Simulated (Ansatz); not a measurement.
`N[SiH2]C=O` + H–F → `O=C[SiH2]F` + NH₃ at 400 K and 1 bar (ligand exchange at the Si–N bond).

Program: Ansatz. Geometries: PBE0-D4/def2-TZVP. ΔE: electronic, gas phase. CCSD(T)/CBS adds triple-zeta CCSD(T) − MP2 to the extrapolated MP2 energy (def2 sets, frozen cores). This one scheme is used for every species. Each species was taken in one conformer, which may not be the lowest.

```json
{"species": "`N[SiH2]C=O`", "CCSD(T)/CBS energy (Eh)": "-460.01140", "H − E (kJ/mol)": "189.2", "S (J/(mol·K))": "352.9"}
{"species": "H–F", "CCSD(T)/CBS energy (Eh)": "-100.39570", "H − E (kJ/mol)": "36.5", "S (J/(mol·K))": "182.2"}
{"species": "`O=C[SiH2]F`", "CCSD(T)/CBS energy (Eh)": "-503.92730", "H − E (kJ/mol)": "124.4", "S (J/(mol·K))": "334.1"}
{"species": "NH₃", "CCSD(T)/CBS energy (Eh)": "-56.50880", "H − E (kJ/mol)": "104.2", "S (J/(mol·K))": "203.1"}
```

H − E and S are ideal-gas, rigid-rotor, harmonic terms from PBE0-D4/def2-TZVP, for one conformer and one mirror image of each species. 1 Eh = 2625.50 kJ/mol, R = 8.31446 J/(mol·K).

Q: By hand: ΔE, ΔH, ΔS and ΔG.

A: ΔE = (-503.92730) + (-56.50880) − (-460.01140) − (-100.39570) = -0.02900 Eh = -76.1 kJ/mol. Δ(H − E) = 124.4 + 104.2 − 189.2 − 36.5 = 2.9, so ΔH = -73.2 kJ/mol. ΔS = 334.1 + 203.1 − 352.9 − 182.2 = 2.1 J/(mol·K). ΔG = -73.2 − 400 × (2.1)/1000 = -74.0 kJ/mol.

Q: By hand: the equilibrium constant, and the temperature at which ΔG would vanish if ΔH and ΔS stayed fixed.

A: log₁₀ K = −ΔG/(RT ln 10) = 9.7. ΔH and −TΔS have one sign here, so there is no such temperature.

The number of gas molecules stays the same, so ΔS is small and ΔH decides. A doubt of 5 kJ/mol in ΔE shifts log₁₀ K by 0.7 here. Other conformers and mirror images would add mixing entropy, several J/(mol·K) or more a flexible species. These are equilibria of isolated gas molecules and say nothing of rates. Largest T1 diagnostic: 0.014 (customary marks: 0.02 for closed shells, 0.045 for open ones).

ΔS is within the doubt of such terms, so its sign, and with it that verdict, could turn.
